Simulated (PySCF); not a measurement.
CH₃BClFO. Atoms are numbered in the order given.

```xyz
8

B      0.4768     0.3032    -0.0281
F      1.5161     1.1112     0.1007
Cl    -0.7960     0.3870     1.2055
O      0.4405    -0.5279    -1.0731
C     -0.5824    -1.4585    -1.3771
H     -1.0013    -1.2129    -2.3643
H     -0.1406    -2.4649    -1.4232
H     -1.3849    -1.4438    -0.6242
```
Charge 0, spin multiplicity 1.

Coordinates come from a r2SCAN-D4/def2-SVP optimisation. The values are those of a single conformer.

Method: PySCF with TDA-B3LYP/def2-SVPD.

Vertical excitations. 

| state | energy (eV) | λ (nm) | f | main pairs |
|---|---|---|---|---|
| S1 | 7.95 | 156 | 0.000 | HOMO−1→LUMO+1 99 % |
| S2 | 8.04 | 154 | 0.028 | HOMO→LUMO 99 % |
| S3 | 8.17 | 152 | 0.034 | HOMO−1→LUMO 96 % |
| S4 | 8.49 | 146 | 0.000 | HOMO−2→LUMO+1 98 % |
| S5 | 8.57 | 145 | 0.185 | HOMO→LUMO+1 85 % |
| S6 | 8.67 | 143 | 0.017 | HOMO−2→LUMO 97 % |
| S7 | 8.82 | 141 | 0.013 | HOMO−3→LUMO 87 % |
| S8 | 8.97 | 138 | 0.027 | HOMO→LUMO+2 88 % |
| S9 | 9.20 | 135 | 0.018 | HOMO−1→LUMO+2 93 % |
| S10 | 9.36 | 132 | 0.076 | HOMO−3→LUMO+1 77 % |
| T1 | 7.38 | 168 | 0 | HOMO→LUMO+1 96 % |
| T2 | 7.78 | 159 | 0 | HOMO−1→LUMO+1 97 % |
| T3 | 7.89 | 157 | 0 | HOMO→LUMO 96 % |
| T4 | 7.97 | 156 | 0 | HOMO−1→LUMO 94 % |
Triplets are in the Tamm–Dancoff approximation.
